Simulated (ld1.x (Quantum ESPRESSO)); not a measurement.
## What the settings do to the ultrasoft potential of Zn (Z = 30)

Base potential:

ld1.x (Quantum ESPRESSO) 7.5 input, shortened:

```
&input
   title='Zn', zed=30., rel=2, dft='PBESOL', iswitch=3,
   config='[Ar] 3d10 4s1 4p0', rel_dist='average'
 /
 &inputp
   pseudotype=3, tm=.true., lloc=-1, rcloc=1.25,
   nlcc=.true., rcore=0.75,
   which_augfun='PSQ', rmatch_augfun=0.80
 /
6
4S  1  0   1.00   0.00  1.40  1.65  0.0
4S  1  0   0.00   2.75  1.40  1.65  0.0
4P  2  1   0.00   0.00  2.10  2.70  0.0
4P  2  1   0.00  -0.25  2.10  2.70  0.0
3D  3  2  10.00   0.00  0.90  1.10  0.0
3D  3  2   0.00  -1.00  0.90  1.10  0.0
 &test
   configts(1)='3d10 4s1 4p0'
 /
```

Open shells are filled in proportion to 2j + 1 (rel_dist='average').

Cutoffs, loose and tight: the cutoffs (Ry, on a coarse ladder) from which the occupation-weighted sum of valence levels, in a spherical-Bessel basis at the reference potential, stays within 10 and 1 mRy of its value at 400 Ry. They do not see the model core or the augmentation charge, which bear on the density cutoff. Test errors are all-electron minus pseudo excitation energies from the reference, over the configurations 3d10 4s2 4p0; 3d10 4s0 4p0; 3d9 4s0 4p0; 3d10 4s1.5 4p0; 3d10 4s0 4p1; 3d8 4s0 4p0; 3d9 4s2 4p1. A dash means not determined; rows that change the core or the reference have their own tests.

A true bound ghost makes a file unfit for plane-wave use even where its test errors are small: the radial tests pick states by their node count and pass the ghost by.

Cutoffs are not given where the Bessel-basis levels miss the radial ones by over 6 mRy, ghosts where they miss by over 20 mRy; a channel whose overlap is not positive is not tested.

| change | outcome | cutoff, loose | cutoff, tight | bound ghosts | largest test error (meV) |
| --- | --- | --- | --- | --- | --- |
| base | generated | 120 Ry | 200 Ry | s | test run stopped at test 1 of 7 (negative rho) |
| waves 4p (bound): rcut 2.10, rcutus 3.12 bohr; 4p channel at -0.25 Ry: rcut 2.10, rcutus 3.12 bohr | generated | 120 Ry | 200 Ry | s | test run stopped at test 1 of 7 (negative rho) |
| all radii but the core radius scaled by about 0.78 (s 1.28, p 2.10, d 0.86 bohr, rcut 1.10/1.64/0.70); local potential all-electron potential smoothed inside 0.98 bohr (lloc = -1); augmentation PSQ, radius 0.62 bohr | failed: chargeps: negative rho | – | – | – | – |
| functional revPBE | generated | 120 Ry | 200 Ry | s | test run stopped at test 1 of 7 (negative rho) |
| reference 3d10 4s1.5 4p0 | failed: chargeps: negative rho | – | – | – | – |
| wave 4s channel at 2.75 Ry: rcut 1.40, rcutus 1.65 bohr becomes 4s channel at 2.26 Ry: rcut 1.40, rcutus 1.65 bohr | generated | 120 Ry | 200 Ry | s | test run stopped at test 1 of 7 (negative rho) |
| local potential all-electron potential smoothed inside 2.15 bohr (lloc = -1) | generated | 120 Ry | 200 Ry | s | test run stopped at test 1 of 7 (negative rho) |

**Question.** What comes out with this change to the base: core [Ne], valence charge 20; reference 3s2 3p6 3d10 4s2 4p0; waves now 3s (bound): rcut 0.90, rcutus 1.10 bohr; 4s (bound): rcut 0.90, rcutus 1.10 bohr; 3p (bound): rcut 1.00, rcutus 1.10 bohr; 4p (bound): rcut 1.00, rcutus 1.10 bohr; 3d (bound): rcut 1.05, rcutus 1.40 bohr; 3d channel at -1 Ry: rcut 1.05, rcutus 1.40 bohr; local potential all-electron potential smoothed inside 0.95 bohr (lloc = -1); core correction none; augmentation PSQ, radius 0.90 bohr?

**Answer.** outcome: generated, overlap not positive; bound ghosts: not determined (overlap not positive); largest test error (meV): +45. A file whose overlap is not positive is unfit for use, and its test errors describe a broken file.

**Question.** What comes out with this change to the base: local potential all-electron potential smoothed inside 1.66 bohr (lloc = -1)?

**Answer.** outcome: generated; cutoff, loose: 120 Ry; cutoff, tight: 200 Ry; bound ghosts: none; largest test error (meV): test run stopped at test 1 of 7 (negative rho).
